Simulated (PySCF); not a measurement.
Run record: geometry optimisation, `O=C(F)c1ccc(I)cc1`.

Method: PBE0-D3(BJ)/def2-SVP geometry optimisation, gas phase, def2 core potentials past Kr (PySCF 2.14.0). Start geometry: GFN2-xTB. The input is one job of a driver script: a line of settings, then coordinates in Å.

Input:
```
{"job": {"xc": "PBE0", "basis": "def2-SVP", "d3": "d3bj", "grid": 1, "maxiter": 30, "shake": 0.01, "kind": "geom"}, "charge": 0, "multiplicity": 1}
O      3.017140     1.239840    -0.306900
C      2.371810     0.261610    -0.171800
F      3.028370    -0.924550    -0.093440
C      0.961120     0.091320    -0.068940
C      0.341330    -1.174130     0.087230
C     -1.033010    -1.278110     0.188540
C     -1.806200    -0.145820     0.121150
I     -3.897500    -0.318530     0.258860
C     -1.252240     1.117730    -0.022130
C      0.118440     1.224890    -0.124570
H      0.955540    -2.052080     0.159730
H     -1.478240    -2.252280     0.323520
H     -1.904230     1.999780    -0.104410
H      0.570510     2.195250    -0.254620
```

Problem. What does the run print?

Solution. 
```
step   0  E = -741.14345535  max force = 0.054022
step   1  E = -741.14758501  max force = 0.014544
step   2  E = -741.14747039  max force = 0.007650
step   3  E = -741.14784470  max force = 0.002843
step   4  E = -741.14787505  max force = 0.001335
step   5  E = -741.14789104  max force = 0.001755
step   6  E = -741.14789997  max force = 0.000285
optimisation converged
```

Energies in Eh; «max force» is the largest Cartesian gradient component in Eh/bohr.

Problem. How much energy does the optimisation release, in eV?

Solution. E(step 0) − E(last step) = 0.004445 Eh, which is 0.121 eV.

Problem. At which steps does the energy rise by more than 1e-5 Eh?

Solution. At step 2 (+0.11 mEh).

In short: final energy -741.14790 Eh after 6 steps; dipole 2.55 D.

Problem. Give the final coordinates.

Solution. 0.027 Å rms from the input after alignment:
```
atom  x, y, z in Å
O1     2.6267    1.3588   -0.2807
C2     2.0103    0.3587   -0.1176
F3     2.6388   -0.8236   -0.0282
C4     0.5453    0.2257    0.0094
C5    -0.0747   -1.0154    0.1880
C6    -1.4588   -1.0961    0.2988
C7    -2.2197    0.0728    0.2307
I8    -4.3073   -0.0428    0.3954
C9    -1.6122    1.3191    0.0544
C10   -0.2295    1.3898   -0.0564
H11    0.5319   -1.9207    0.2388
H12   -1.9427   -2.0642    0.4368
H13   -2.2158    2.2266    0.0037
H14    0.2718    2.3500   -0.1954
```

Problem. Estimate the wall time. Hardware: one thread, Arm Neoverse V2 (aarch64), on a shared host. And the peak memory of the process?

Solution. About 1.9 min, with 0.73 GiB resident at the peak, the Python interpreter and its libraries included.
Labels such as C1 count atoms from 1, the log's own numbers from 0.
